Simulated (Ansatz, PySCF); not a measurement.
B₂O₃, SMILES B(OB=O)=O. Atoms are numbered in the order given.

```xyz
5

O      0.0000     0.0000    -2.5158
B      0.0000     0.0000    -1.3102
O      0.0000     0.0000     0.0000
B      0.0000     0.0000     1.3102
O      0.0000     0.0000     2.5158
```

The structure is a stationary point at PBE0-D3(BJ)/def2-SVP. Other conformers were not sampled.

Two levels are set side by side: PBE-D3(BJ)/def2-SVP (Ansatz, a program for electronic structure) and PBE0-D3(BJ)/def2-SVP (Ansatz). Each level has its own optimised geometry; the coordinates shown are those of the second. Frequencies come from the Hessian of PySCF at each geometry. Differences are taken from unrounded values.

```csv
quantity,PBE0-D3(BJ),PBE-D3(BJ),PBE-D3(BJ) minus PBE0-D3(BJ)
mean bond length (Å),1.258,1.269,0.011
bond O1–B2 (Å),1.206,1.219,0.014
bond B2–O3 (Å),1.310,1.318,0.008
bond O3–B4 (Å),1.310,1.318,0.008
bond B4–O5 (Å),1.206,1.219,0.014
highest harmonic wavenumber (cm⁻¹),2227,2156,-71
mean harmonic wavenumber (cm⁻¹),844,814,-30
zero-point energy (kcal/mol),12.06,11.64,-0.43
```

GGA bonds tend to be longer and softer than those of functionals with exact exchange. Differences between two approximate levels are no errors against the true value.
